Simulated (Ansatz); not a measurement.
Program: Ansatz. Geometries: PBE0-D4/def2-TZVP. ΔE: electronic, gas phase. CCSD(T)/CBS is the MP2 limit (def2-TZVPP, def2-QZVPP) plus CCSD(T) − MP2 in def2-TZVPP, frozen cores. This one scheme is used for every species. Functionals use def2-TZVPP. B3LYP here is the variant with VWN-RPA as its local correlation; programs differ in this. HSE06 is defined as in plane-wave codes. For Br outer-core shells are correlated without core-valence functions, which leaves a few kJ/mol of doubt a bond. Scalar relativity is left out up to krypton. Each species was taken in one conformer, which may not be the lowest.

Reaction (substitution at a C–Br bond): `C=C(Br)CF` + H–F → `C=C(F)CF` + HBr

```tsv
level	ΔE (kJ/mol)	difference from CCSD(T)/CBS
LDA (SPW92)	9.4	-19.3
PBE-D4	17.1	-11.6
revPBE-D4	22.1	-6.6
BLYP-D4	14.6	-14.1
r2SCAN-D4	11.7	-17.0
B3LYP-D4	13.3	-15.4
r2SCANh-D4	12.5	-16.2
r2SCAN0-D4	13.6	-15.1
HSE06-D4	17.3	-11.4
BHLYP-D4	11.0	-17.7
CAM-B3LYP-D4	5.3	-23.4
ωB97X-V	9.7	-19.0
ωB97M-V	12.1	-16.6
PBE-QIDH	22.8	-5.9
PBE	12.2	-16.5
revPBE	11.7	-17.0
BLYP	4.1	-24.6
r2SCAN	10.6	-18.1
PBE0	12.8	-15.9
B3LYP	5.0	-23.7
r2SCANh	11.3	-17.4
r2SCAN0	12.2	-16.5
HSE06	13.1	-15.6
BHLYP	3.4	-25.3
RPA@PBE/def2-TZVPP	19.6	-9.1
HF/def2-SVP	-19.8	-48.5
MP2/def2-SVP	8.4	-20.3
CCSD/def2-SVP	-5.9	-34.6
CCSD(T)/def2-SVP	-3.5	-32.2
HF/def2-TZVPP	-4.0	-32.7
MP2/def2-TZVPP	39.1	10.4
SCS-MP2/def2-TZVPP	29.9	1.2
CCSD/def2-TZVPP	19.9	-8.8
CCSD(T)/def2-TZVPP	24.0	-4.7
HF/def2-QZVPP	-4.1	-32.8
MP2/def2-QZVPP	41.8	13.1
SCS-MP2/def2-QZVPP	32.5	3.8
HF/CBS(def2)	-4.1	-32.8
MP2/CBS(def2)	43.8	15.1
CCSD/CBS(def2)	24.6	-4.1
CCSD(T)/CBS	28.7	0
```

Largest T1 diagnostic among the species: 0.012.

In def2-TZVPP, CCSD(T) changes the Hartree–Fock value by +28.0 kJ/mol (the triples alone add +4.1 kJ/mol) and MP2 by +43.1 kJ/mol. At CCSD(T), def2-SVP lies −32.2 kJ/mol from the extrapolated value and def2-TZVPP −4.7 kJ/mol. Leaving LDA and LC-ωPBE aside and taking each functional with its dispersion term where it has one, the values spread over 17.5 kJ/mol, from CAM-B3LYP-D4 to PBE-QIDH.

CCSD(T)/CBS has its own doubt, a few kJ/mol and more with outer-core shells, so smaller differences from it don't rank the levels.
